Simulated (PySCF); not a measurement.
# Dipole response of Al⁺ (aluminium, charge +1)

[Ne] 3s2, closed-shell 1S. Computed with PySCF 2.14 in aug-cc-pVDZ-DK (5s4p2d, 27 functions), with the spin-free X2C one-electron Hamiltonian (Gaussian nucleus). Coupled (time-dependent) response in atomic units; α is the mean over directions. A double-zeta set is small for polarisabilities.

```json
{"method": "UHF", "mean α (bohr³)": "26.08", "C₆ (like pair)": "136.9", "S(−4)": "363.8"}
{"method": "PBE", "mean α (bohr³)": "23.92", "C₆ (like pair)": "119.4", "S(−4)": "311.5"}
{"method": "PBE0", "mean α (bohr³)": "24.42", "C₆ (like pair)": "123.3", "S(−4)": "323.3"}
{"method": "M06", "mean α (bohr³)": "24.29", "C₆ (like pair)": "117.9", "S(−4)": "344.1"}
{"method": "M06-L", "mean α (bohr³)": "22.61", "C₆ (like pair)": "112.2", "S(−4)": "265.8"}
```

S(−4) is the Cauchy moment in α(ω) = α(0) + S(−4) ω² + …

α(iu) at M06:

```json
{"u (hartree)": "0", "α(iu) (bohr³)": "24.29"}
{"u (hartree)": "0.0500", "α(iu) (bohr³)": "23.46"}
{"u (hartree)": "0.100", "α(iu) (bohr³)": "21.28"}
{"u (hartree)": "0.200", "α(iu) (bohr³)": "15.51"}
{"u (hartree)": "0.300", "α(iu) (bohr³)": "10.70"}
{"u (hartree)": "0.500", "α(iu) (bohr³)": "5.389"}
{"u (hartree)": "0.750", "α(iu) (bohr³)": "2.754"}
{"u (hartree)": "1.00", "α(iu) (bohr³)": "1.647"}
{"u (hartree)": "1.50", "α(iu) (bohr³)": "0.7808"}
{"u (hartree)": "2.00", "α(iu) (bohr³)": "0.4580"}
{"u (hartree)": "3.00", "α(iu) (bohr³)": "0.2163"}
{"u (hartree)": "5.00", "α(iu) (bohr³)": "0.08338"}
```

A single London oscillator, α(iu) = α/(1 + u²/ω²), gives C₆ = (3/4) ω α². Matching the computed C₆ needs ω = 4 × 117.9 / (3 × 24.29²) = 0.266 hartree.

For an ion, C₆ is the dispersion term alone; charge-induced terms of lower order in 1/R come first.
